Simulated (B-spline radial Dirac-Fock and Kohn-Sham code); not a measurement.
## V³⁺ 1s: cross section and angular parameters

System: V³⁺, [Ar] 3d2; threshold 5476.7 eV (orbital energy of the model). The computed values come from a radial finite-basis atomic code: Dirac-Hartree-Slater photoionisation with a Latter tail; cross sections with all multipoles, angular parameters from the dipole term and its interference with E2.

The run's input, task.json:

```json
{"items": [{
  "Z": 23,
  "q": 3,
  "cfg": [[1, 0, 2], [2, 0, 2], [2, 1, 6], [3, 0, 2], [3, 1, 6], [3, 2, 2]],
  "A": 51,
  "rrms": 3.6002,
  "do": "xps",
  "hv": [50.6, 59.5, 80, 80.8, 89.2, 142.0, 150, 158.0, 191.0, 272.0, 319.0, 380.0, 600, 615.0, 756.0, 1250.0, 1486.9, 2000, 2050.0, 2200.0, 2540.0, 2984.4, 3760.0, 4640.0, 6080.0, 8230.0, 9970.0, 10300.0, 12000, 15000]
}]}
```

Launch: `python xray2_run.py task.json out`

For linearly polarised light dσ/dΩ = σ/(4π) [1 + β P₂(cos θ) + (δ + γ cos²θ) sin θ cos φ], with θ from the polarisation vector and φ the angle between the beam and the projection of the electron momentum on the plane normal to the polarisation.

```
hν (eV)  σ (kb)      β      γ
   6080    33.7  2.000  0.176
   8230    15.4  2.000  0.932
   9970    9.21  2.000  1.307
  10300    8.43  2.000  1.369
  12000       ?      ?      ?
  15000    2.98  1.999  2.077
```

Task: Give the values at 12000 eV.

Result: σ = 5.55 kb, β = 1.999, γ = 1.655. For an s subshell δ is negligible.
